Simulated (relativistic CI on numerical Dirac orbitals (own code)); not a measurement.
**Ni⁴⁺ (3d6) in a crystal field**

Calculated by Dirac-Coulomb-Breit CI, KLI orbitals optimised for each configuration, a model potential for QED, valence Slater integrals scaled by 0.75, one configuration in a parametric crystal field (own radial code).

Field parameters in Wybourne normalisation: D3d B²₀ = −7Dσ, B⁴₀ = −14Dq − 21Dτ, B⁴₃ = −14√(10/7) Dq. The field is a parameter set, without covalency.

S is read from ⟨S²⟩ = S(S + 1).

Levels (cm⁻¹, degeneracy): 0 (1), 13688 (1), 13740 (2), 14388 (2), 14878 (2), 15116 (1), 15673 (2), 15728 (1), 15819 (2), 16047 (1), 18321 (2), 18400 (1).

(1) Which field gives this pattern?
A. D3d, 10Dq = 26000, Dσ = -760, Dτ = 320 cm⁻¹
B. D3d, 10Dq = 26000, Dσ = 980, Dτ = 320 cm⁻¹
C. D3d, 10Dq = 26000, Dσ = 550, Dτ = 320 cm⁻¹
D. D3d, 10Dq = 26000, Dσ = 760, Dτ = 320 cm⁻¹

Answers

(1) C. D3d, 10Dq = 26000, Dσ = 550, Dτ = 320 cm⁻¹, ground level with S = 0.03.
